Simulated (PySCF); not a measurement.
**CaB: from constants to spectrum**

PBE0 constants of CaB, ⁴Π (quartet), unpaired electrons σ ↑↑, π ↑, a second solution, started from another occupation (basis Ca def2-TZVPP, B def2-TZVPP; no relativity; PySCF 2.14; masses 39.9626 and 11.0093 u):

* ωe: 412.5 cm⁻¹
* ωexe: 2.22 cm⁻¹
* Be: 0.30767 cm⁻¹
* αe: 0.00233 cm⁻¹
* D (centrifugal): 6.85e-07 cm⁻¹

Give the vibrational terms G(v) and spacings up to v = 6.

G(v) = ωe(v+½) − ωexe(v+½)².

| v | G(v) (cm⁻¹) | G(v) − G(v−1) | Bv (cm⁻¹) |
| --- | --- | --- | --- |
| 0 | 205.7 |  | 0.3065 |
| 1 | 613.8 | 408.1 | 0.3042 |
| 2 | 1017.4 | 403.6 | 0.3018 |
| 3 | 1416.6 | 399.2 | 0.2995 |
| 4 | 1811.3 | 394.7 | 0.2972 |
| 5 | 2201.6 | 390.3 | 0.2949 |
| 6 | 2587.5 | 385.9 | 0.2925 |

A state of this spin cannot dissociate to the ground-state fragments, so its own limit lies higher than the one that De refers to.
